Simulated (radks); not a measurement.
The numbers below are computed, except where a source is named.
Question: Neutral gallium is in [Ar] 3d10 4s2 4p1. Level of theory: scalar-relativistic Kohn-Sham, LDA (Slater exchange, Perdew-Wang correlation), spin-polarised, spherical densities, finite nucleus; Fermi nuclear charge, rms radius of each element as measured or else 0.836 A^(1/3) + 0.57 fm (a radial shooting solver on a logarithmic mesh with Libxc functionals). Open shells are filled with parallel spins first. One electron is removed from 3d, 3p, 4s, 4p in turn, with full relaxation. Which removal costs least, and what does each cost?

Answer: 4p 6.027 eV; 4s 12.577 eV; 3d 27.566 eV; 3p 107.57 eV. The 4p electron leaves first.
